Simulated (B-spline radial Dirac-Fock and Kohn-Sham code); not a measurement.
Elastic scattering of 1.18 keV electrons by atomic nickel

Calculated with a radial finite-basis atomic code, using relativistic (Dirac) partial waves in the static field of the Dirac-Fock atom with Furness-McCarthy exchange, without polarisation or absorption potentials.

Input file task.json (cfg lists n, l and occupation; rrms is the nuclear radius in fm):

```json
{"items": [{
  "Z": 28,
  "q": 0,
  "cfg": [[1, 0, 2], [2, 0, 2], [2, 1, 6], [3, 0, 2], [3, 1, 6], [3, 2, 8], [4, 0, 2]],
  "A": 58,
  "rrms": 3.7757,
  "do": "elastic",
  "energies": [[1180.0, 0]],
  "theta": [5, 10, 15, 20, 25, 30, 35, 40, 45, 50, 55, 60, 65, 70, 75, 80, 85, 90, 95, 100, 105, 110, 115, 120, 125, 130, 135, 140, 145, 150, 155, 160, 165, 170, 175]
}]}
```

Launch: `python xray2_run.py task.json out`

| θ (°) | dσ/dΩ (a₀²/sr) | Sherman function |
| --- | --- | --- |
| 5 | 35.7 | 0.000 |
| 10 | 10.0 | 0.000 |
| 15 | 3.75 | 0.000 |
| 20 | 1.67 | -0.001 |
| 25 | 0.865 | -0.002 |
| 30 | 0.522 | -0.002 |
| 35 | 0.357 | -0.002 |
| 40 | 0.264 | 0.000 |
| 45 | 0.202 | 0.002 |
| 50 | 0.159 | 0.005 |
| 55 | 0.127 | 0.009 |
| 60 | 0.103 | 0.012 |
| 65 | 0.0853 | 0.015 |
| 70 | 0.0715 | 0.016 |
| 75 | 0.0610 | 0.016 |
| 80 | 0.0529 | 0.013 |
| 85 | 0.0469 | 0.008 |
| 90 | 0.0427 | 0.001 |
| 95 | 0.0402 | -0.008 |
| 100 | 0.0391 | -0.016 |
| 105 | 0.0394 | -0.023 |
| 110 | 0.0409 | -0.028 |
| 115 | 0.0436 | -0.030 |
| 120 | 0.0473 | -0.030 |
| 125 | 0.0517 | -0.029 |
| 130 | 0.0568 | -0.027 |
| 135 | 0.0623 | -0.025 |
| 140 | 0.0680 | -0.022 |
| 145 | 0.0737 | -0.019 |
| 150 | 0.0792 | -0.016 |
| 155 | 0.0842 | -0.013 |
| 160 | 0.0886 | -0.010 |
| 165 | 0.0922 | -0.007 |
| 170 | 0.0949 | -0.005 |
| 175 | 0.0966 | -0.002 |

The total elastic cross section is 5.20 a₀², the first transport cross section 0.910 a₀² and the second, weighted with (3/2) sin²θ, 1.16 a₀². The mean deflection is ⟨1 − cos θ⟩ = 0.175, and 6.6 % of the collisions scatter beyond 90°.

On this grid of angles the cross section has a minimum near 100°, from interference among the few low partial waves with large phase shifts.

Phase shifts modulo π (rad) for κ = −1 to −5: -1.152, 0.457, -0.770, -1.570, 1.077.
